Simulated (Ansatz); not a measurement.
Start from `[NH]=[W](=[NH])([F])[Cl]` and change one atom or group to get `C[O][W](=[NH])(=[NH])[Cl]`.

Ansatz, PBE0-D4/def2-TZVP geometries, multiplicity 1. Each molecule was computed in one conformer, which needn't be the lowest.

Elements past krypton have def2 core potentials.

| property | `[NH]=[W](=[NH])([F])[Cl]` |
| --- | --- |
| LUMO energy (B3LYP/def2-TZVPP) / eV | -2.19 |
| LUMO energy (PBE/def2-TZVPP) / eV | -2.74 |
| LUMO energy (PBE0/def2-TZVPP) / eV | -1.96 |
| HOMO–LUMO gap (ωB97M-V/def2-TZVPP) / eV | 10.56 |
| size of the dipole moment (PBE/def2-TZVPP) / D | 2.37 |
| HOMO energy (B3LYP/def2-TZVPP) / eV | -7.99 |

Q: Give the same properties after the change, and the shifts. (An estimate is asked.)

A: The calculation gave: 
```json
{"property": "LUMO energy (B3LYP/def2-TZVPP) / eV", "`C[O][W](=[NH])(=[NH])[Cl]`": "-1.55", "shift": "0.64"}
{"property": "LUMO energy (PBE/def2-TZVPP) / eV", "`C[O][W](=[NH])(=[NH])[Cl]`": "-2.11", "shift": "0.63"}
{"property": "LUMO energy (PBE0/def2-TZVPP) / eV", "`C[O][W](=[NH])(=[NH])[Cl]`": "-1.33", "shift": "0.63"}
{"property": "HOMO–LUMO gap (ωB97M-V/def2-TZVPP) / eV", "`C[O][W](=[NH])(=[NH])[Cl]`": "10.65", "shift": "0.09"}
{"property": "size of the dipole moment (PBE/def2-TZVPP) / D", "`C[O][W](=[NH])(=[NH])[Cl]`": "2.97", "shift": "0.60"}
{"property": "HOMO energy (B3LYP/def2-TZVPP) / eV", "`C[O][W](=[NH])(=[NH])[Cl]`": "-7.45", "shift": "0.54"}
```

With PBE0 the HOMO rises by 0.53 eV and the LUMO rises by 0.63 eV, so the gap widens by about 0.10 eV. PBE moves the HOMO by 0.55 eV and ωB97M-V by 0.50 eV. Dipoles are sizes alone; their direction can turn.

B3LYP here is the variant with VWN-RPA as its local correlation; programs differ in this.
